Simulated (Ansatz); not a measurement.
Ansatz (a program for electronic structure) job for CaO, SMILES [Ca]=[O], CAM-B3LYP/def2-TZVPD. Geometry optimised at PBE0-D3(BJ)/def2-TZVPD.

Ansatz 0.2 input:
```yaml
crystal:
  periodic: [false, false, false]
  atoms:
    - {symbol: Ca, position_ang: [0.00000000, 0.00000000, -0.51628962]}
    - {symbol: O, position_ang: [0.00000000, 0.00000000, 1.29072405]}
basis:
  gaussian:
    orbitals: def2-TZVPD
hamiltonian:
  xc: {name: CAM-B3LYP}
```

Output:

```
WARN ansatz: RAYON_NUM_THREADS=1 ignored (pool sized by the plan → 1); use --threads N
Functional definition: CAM-B3LYP
integrals: 0.02 GiB planned
569 factors; their error is unknown
integrals: 0.05 GiB planned
176 factors; integrals over basis functions are off by at most 3.0e-5 eV
mean field: 0.20 GiB planned
mean field evaluation 1: about -20469.4676 eV, gradient 8.8e1 eV
mean field evaluation 2: about -20248.1364 eV, gradient 1.7e2 eV
mean field evaluation 4: about -20480.7282 eV, gradient 4.6e1 eV
mean field evaluation 8: about -20485.0024 eV, gradient 7.4e-1 eV
mean field evaluation 16: about -20485.0346 eV, gradient 1.0e-3 eV
mean field -20485.03457329 eV, -752.8111353132 hartree, gradient 6.2e-5 eV, S^2 0.000000; 0 other end points of the search recorded, 0 dependent functions left out
reference -20485.03466759 eV, -752.8111387786 hartree; 14, 14 occupied and 62, 62 virtual orbitals, 569 factors
Total energy: -20485.03466759 eV, -752.8111387786 hartree
```

The run converged.
